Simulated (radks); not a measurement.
Q: These are the eigenvalues of the occupied orbitals of an atom or ion with whole-number occupations (eV). Calculated with a radial shooting solver on a logarithmic mesh with Libxc functionals: scalar-relativistic Kohn-Sham, LDA (Slater exchange, VWN5 correlation), spin-polarised, spherical densities, finite nucleus; Fermi nuclear charge, rms radius of each element as measured or else 0.836 A^(1/3) + 0.57 fm.

1s up: -32232.70
1s down: -32227.96
2s up: -6502.607
2s down: -6498.449
2p up: -6051.500
2p down: -6046.439
3s up: -2479.485
3s down: -2467.383
3p up: -2337.188
3p down: -2324.929

Which element is it, and in what charge state? The configuration may be excited. Open shells, if any, are filled with parallel spins first.

A: Z = 51, antimony, charge +35: Sb35+ in [Ne] 3s2 3p4. The list shows which subshells hold electrons but not how many an open one holds; the 1s level, -1184.5 hartree, gives Z - s = 48.7 by -(Z - s)^2/2, which with screening and relativity narrows Z to a few neighbours, and the depths of the outer levels then fix element, charge and occupations together.
